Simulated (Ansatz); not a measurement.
Job for Ansatz (a quantum-chemistry and plane-wave program): R-PBE0/def2-TZVPP on C4H8O (SMILES CCCC=O).

Ansatz 0.2 input:
```yaml
crystal:
  periodic: [false, false, false]
  atoms:
    - {symbol: C, position_ang: [-1.47011302, 0.41677102, -0.20033062]}
    - {symbol: C, position_ang: [-0.50768262, -0.44742321, 0.61027427]}
    - {symbol: C, position_ang: [0.82580778, -0.69073508, -0.10993304]}
    - {symbol: C, position_ang: [1.62314508, 0.57597403, -0.25852975]}
    - {symbol: O, position_ang: [2.06446020, 1.00479543, -1.29249503]}
    - {symbol: H, position_ang: [-2.41123897, 0.56225577, 0.33195367]}
    - {symbol: H, position_ang: [-1.04735159, 1.40271688, -0.40555283]}
    - {symbol: H, position_ang: [-1.69592904, -0.04769326, -1.16260852]}
    - {symbol: H, position_ang: [-0.96846955, -1.41342841, 0.82737317]}
    - {symbol: H, position_ang: [-0.31263864, 0.02174635, 1.57983452]}
    - {symbol: H, position_ang: [1.43526051, -1.38301806, 0.48336547]}
    - {symbol: H, position_ang: [0.67542128, -1.13084617, -1.09717033]}
    - {symbol: H, position_ang: [1.78932856, 1.12888472, 0.69381902]}
basis:
  gaussian:
    orbitals: def2-TZVPP
hamiltonian:
  xc: {name: PBE0}
scf: {lower_state_search: off}
```

Output:

```
WARN ansatz: RAYON_NUM_THREADS=1 ignored (pool sized by the plan → 1); use --threads N
Functional definition: PBE0
these checks for a lower state are left out or cut short: stability, starts, cluster_reference, orbital_swaps, neighbouring_geometries, increment
integrals: 0.18 GiB planned
1343 factors; their error is unknown
mean field: 1.69 GiB planned
mean field evaluation 1: about -6310.8596 eV, gradient 6.7e1 eV
mean field evaluation 2: about -6305.6954 eV, gradient 8.3e1 eV
mean field evaluation 4: about -6320.3535 eV, gradient 6.2e0 eV
mean field evaluation 8: about -6320.4241 eV, gradient 7.9e-2 eV
mean field evaluation 16: about -6320.4127 eV, gradient 2.7e-5 eV
mean field -6320.41273645 eV, -232.2708839348 hartree, gradient 5.5e-6 eV, S^2 0.000000; 0 other end points of the search recorded, 0 dependent functions left out
reference -6320.41276819 eV, -232.2708851012 hartree; 20, 20 occupied and 247, 247 virtual orbitals, 1343 factors
Total energy: -6320.41276819 eV, -232.2708851012 hartree
Checks for a lower state left out: stability, starts, cluster_reference, orbital_swaps, neighbouring_geometries, increment
```

Self-consistency was reached.

Cost: roughly 6 core-seconds.
